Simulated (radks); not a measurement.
Spherical quantum dot in the effective-mass picture: electrons in a well V = -V0 / (1 + exp((r - R)/a)) with V0 = 6.36, R = 8.35, a = 0.48, with a point charge +1 (a donor) at the centre, all in effective atomic units (hartree* = m*/eps^2 hartree, bohr* = eps/m* bohr), one dielectric constant everywhere. Calculated with a radial shooting solver with Libxc functionals: non-relativistic Kohn-Sham, LDA (Slater exchange, Perdew-Wang correlation), spin-polarised, spherical densities. Levels are named by radial order and angular momentum (1s, 1p, 1d, 2s, ...), and open shells are averaged over m.

N = 26, configuration 1s2 1p6 1d10 2s(up 1, down 0) 1f(up 7, down 0). This is the lowest configuration that the search found. Occupied and some empty levels:

level,occupation,eigenvalue (hartree*),<r> (bohr*)
1s up,1,-2.4595,5.564
1s down,1,-2.4264,5.700
1p up,3,-2.4221,5.885
1p down,3,-2.3909,5.871
1d up,5,-2.3594,5.998
1d down,5,-2.3278,5.989
2s up,1,-2.3242,1.988
1f up,7,-2.2706,6.104
1f down,0,-2.2386,6.100
2s down,0,-2.1978,2.353
1g up,0,-2.1576,6.205
1g down,0,-2.1254,6.204
2p up,0,-1.9959,4.083
2p down,0,-1.9666,4.200
2d up,0,-1.8365,4.727
2d down,0,-1.8144,4.745

Energy (hartree*): total -112.328, kinetic 6.7618, external -166.27, Hartree 53.169, exchange-correlation -5.9883.
